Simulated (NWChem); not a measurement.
System: Si$_{2}$H$_{2}$ClF$_{3}$; SMILES F[Si](F)(F)[SiH2]Cl

```xyz
8

Si     0.0406    -1.0851    -0.0013
F     -1.0953    -2.2456    -0.0223
F      0.9503    -1.3179     1.3207
F      0.9926    -1.3120    -1.2943
Si    -0.9478     1.0324    -0.0125
Cl     0.5866     2.4367     0.0142
H     -1.7717     1.2019    -1.2543
H     -1.8099     1.1968     1.2038
```
Atoms are numbered in this order, from 1.

Program: NWChem. The geometry was optimised at PBE-D3(BJ)/def2-SVP. B3LYP is NWChem's, with the RPA form of VWN correlation. Vzz is the largest principal value of the second derivative of the potential at the nucleus (NWChem prints the opposite sign); η is the asymmetry. Non-relativistic.

For level B3LYP/def2-TZVP:

```
Quantity        Result
--------------  ------
Vzz Cl6 (a.u.)   2.387
```

**Question.** What are these values for level PBE0/def2-SVP?

**Answer.** 
- Vzz Cl6 (a.u.): 2.283
